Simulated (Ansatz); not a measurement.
Calculated with Ansatz (gas phase, PBE0-D4/def2-TZVP geometries, no zero-point term in ΔE). CCSD(T)/CBS adds triple-zeta CCSD(T) − MP2 to the extrapolated MP2 energy (def2 sets, frozen cores). This one scheme is used for every species. Functionals use def2-TZVPP. Each species was taken in one conformer, which may not be the lowest.

Reaction (ligand exchange at the Si–C bond): `CC(Cl)[SiH2]Cl` + `BN` → `BN[SiH2]Cl` + `CCCl`

`CC(Cl)[SiH2]Cl`:

Cartesian coordinates in Å:
```
C 0.476 -0.609 1.212
C 0.136 -0.616 -0.260
Cl -1.218 -1.759 -0.603
Si -0.509 1.007 -0.952
Cl 0.928 2.463 -0.692
H 0.779 -1.602 1.549
H -0.377 -0.289 1.813
H 1.301 0.085 1.391
H 0.978 -0.976 -0.855
H -0.777 0.880 -2.401
H -1.718 1.414 -0.202
```

`BN`:

Z-matrix (Å, degrees):
```
B
N 1 1.385
H 1 1.197 2 119.0
H 1 1.197 2 119.0 3 -180.0
H 2 1.006 1 123.2 3 -0.0
H 2 1.006 1 123.2 3 180.0
```

`BN[SiH2]Cl`:

```xyz
9

B     0.012    1.178    1.055
N    -0.490    0.011    0.459
Si    0.116   -0.724   -0.985
Cl    1.155   -2.445   -0.558
H     0.932    1.740    0.535
H    -0.488    1.590    2.061
H    -1.259   -0.452    0.924
H    -1.010   -1.129   -1.855
H     1.032    0.231   -1.636
```

`CCCl`:

Cartesian coordinates in Å:
```
C 0.510 0.207 0.577
C -0.568 -0.172 -0.406
Cl 0.111 -0.493 -2.028
H 0.062 0.397 1.557
H 1.032 1.110 0.257
H 1.242 -0.594 0.683
H -1.300 0.625 -0.534
H -1.089 -1.081 -0.107
```

```json
{"species": "`CC(Cl)[SiH2]Cl`", "BHLYP-D4 energy (Eh)": "-1289.80288"}
{"species": "`BN`", "BHLYP-D4 energy (Eh)": "-82.02854"}
{"species": "`BN[SiH2]Cl`", "BHLYP-D4 energy (Eh)": "-832.43201"}
{"species": "`CCCl`", "BHLYP-D4 energy (Eh)": "-539.42175"}
```

(1) Work out ΔE.

Largest T1 diagnostic among the species: 0.012.

Results:

(1) ΔE = (-832.43201) + (-539.42175) − (-1289.80288) − (-82.02854) = -0.02234 Eh = -58.7 kJ/mol. CCSD(T)/CBS gives -54.0 kJ/mol.

Leaving LDA and LC-ωPBE aside and taking each functional with its dispersion term where it has one, the values, not all of them listed here, spread over 15.4 kJ/mol, from BHLYP-D4 to PBE-D4. LDA lies +5.6 kJ/mol from PBE without D4. At CCSD(T), def2-SVP lies +5.7 kJ/mol from the extrapolated value and def2-TZVPP −0.5 kJ/mol.
